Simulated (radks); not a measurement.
Trend from B3+ to Ne3+: ionisation energy by Delta-SCF between NIST ground configurations, and size. Calculated with a radial shooting solver on a logarithmic mesh with Libxc functionals: scalar-relativistic Kohn-Sham, r2SCAN, spin-polarised, spherical densities, finite nucleus; open shells are filled with parallel spins first; meta-GGA in the generalised Kohn-Sham scheme; Fermi nuclear charge, rms radius of each element as measured or else 0.836 A^(1/3) + 0.57 fm.

species  configuration  configuration of the ion  IE (eV)  NIST (eV)       kind  outermost  <r> outermost (bohr)
B3+               [He]                       1s1   259.48     259.37     theory         1s                 0.325
C3+           [He] 2s1                      [He]   64.397     64.494       exp.         2s                  1.28
N3+           [He] 2s2                  [He] 2s1   75.868     77.474       exp.         2s                  1.11
O3+       [He] 2s2 2p1                  [He] 2s2   77.195     77.414       exp.         2s                 0.987
F3+       [He] 2s2 2p2              [He] 2s2 2p1   88.331      87.18  semi-emp.         2s                 0.891
Ne3+      [He] 2s2 2p3              [He] 2s2 2p2   98.987     97.190  semi-emp.         2s                 0.813

Reference values: NIST Atomic Spectra Database (exp. = measured, semi-emp. = semi-empirical, theory = theoretical value adopted there). Open shells are spherical and high-spin; term and fine-structure splittings are not resolved.
